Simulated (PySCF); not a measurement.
Ge(Cl)(SiH3) (ClGeH3Si), SMILES [SiH3][Ge][Cl] (connectivity only; charge and spin as stated), neutral, multiplicity 1.

Geometry: PBE-D3(BJ)/def2-SVP.

Calculation: TDA-LC-ωPBE/def2-SVPD run with PySCF.

Vertical excitations. Isolated molecule, no solvent. State labels are in the subgroup Cs.

**Question.** Give excitation energies, oscillator strengths and character. (The exact figures need the calculation; the answer reports its results.)

**Answer.** 
```
state  symmetry  energy (eV)  λ (nm)      f                                            main pairs
-----  --------  -----------  ------  -----  ----------------------------------------------------
S1           A"         2.08     596  0.003                                        HOMO→LUMO 98 %
S2           A'         4.86     255  0.013                                      HOMO→LUMO+1 93 %
S3           A"         5.25     236  0.015                                      HOMO−1→LUMO 86 %
S4           A"         5.64     220  0.005                                      HOMO−3→LUMO 89 %
S5           A'         5.90     210  0.031                                      HOMO−2→LUMO 86 %
S6           A'         6.36     195  0.438                                      HOMO→LUMO+2 82 %
S7           A"         6.93     179  0.003                                      HOMO−5→LUMO 79 %
S8           A'         6.96     178  0.068  HOMO→LUMO+3 63 %, HOMO−4→LUMO 16 %, HOMO→LUMO+5 10 %
S9           A'         7.10     175  0.314                                      HOMO−4→LUMO 68 %
S10          A"         7.28     170  0.034                                      HOMO→LUMO+4 86 %
T1           A"         1.11    1119      0                                        HOMO→LUMO 96 %
T2           A'         3.98     311      0                                      HOMO→LUMO+1 88 %
T3           A"         4.30     288      0                    HOMO−1→LUMO 56 %, HOMO−3→LUMO 31 %
T4           A'         5.02     247      0                                      HOMO→LUMO+2 74 %
```
Triplets are in the Tamm–Dancoff approximation.
